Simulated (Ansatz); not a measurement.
Job for Ansatz (a first-principles code): R-SVWN5/def2-TZVPP on H4SSiTe (SMILES [SiH3][Te]S), a point of a torsion scan. Elements past Kr take the def2 small-core potentials; no spin–orbit coupling.

Ansatz 0.2 input:
```yaml
crystal:
  periodic: [false, false, false]
  atoms:
    - {symbol: Si, position_ang: [-1.20745668, -0.13319607, 0.03146882]}
    - {symbol: Te, position_ang: [0.64264106, 1.55287484, -0.26487684]}
    - {symbol: S, position_ang: [1.57017749, 0.53371913, -2.23656535]}
    - {symbol: H, position_ang: [-1.11036798, -1.11877496, -1.03407956]}
    - {symbol: H, position_ang: [-2.48934779, 0.56228066, -0.01144603]}
    - {symbol: H, position_ang: [-1.05766535, -0.77178978, 1.33662973]}
    - {symbol: H, position_ang: [2.54457666, -0.14862416, -1.65212632]}
basis:
  gaussian:
    orbitals: def2-TZVPP
hamiltonian:
  xc: {name: SVWN5}
scf: {lower_state_search: off}
```

Output:

```
WARN ansatz: RAYON_NUM_THREADS=2 ignored (pool sized by the plan → 2); use --threads N
Functional definition: SVWN5
these checks for a lower state are left out or cut short: stability, starts, cluster_reference, orbital_swaps, neighbouring_geometries, increment
integrals: 0.12 GiB planned
1194 factors; their error is unknown
mean field: 0.72 GiB planned
mean field evaluation 1: about -25991.1021 eV, gradient 2.5e1 eV
mean field evaluation 2: about -25988.6023 eV, gradient 3.9e1 eV
mean field evaluation 4: about -25993.0830 eV, gradient 3.8e0 eV
mean field evaluation 8: about -25993.1207 eV, gradient 1.0e-1 eV
mean field evaluation 16: about -25992.9791 eV, gradient 1.6e-4 eV
mean field -25992.97911110 eV, -955.2243636587 hartree, gradient 3.0e-6 eV, S^2 0.000000; 0 other end points of the search recorded, 0 dependent functions left out
reference -25992.97914919 eV, -955.2243650588 hartree; 29, 29 occupied and 161, 161 virtual orbitals, 1194 factors
Total energy: -25992.97914919 eV, -955.2243650588 hartree
Checks for a lower state left out: stability, starts, cluster_reference, orbital_swaps, neighbouring_geometries, increment
```

The run converged.

Cost: around 2.3 core-seconds (rough).
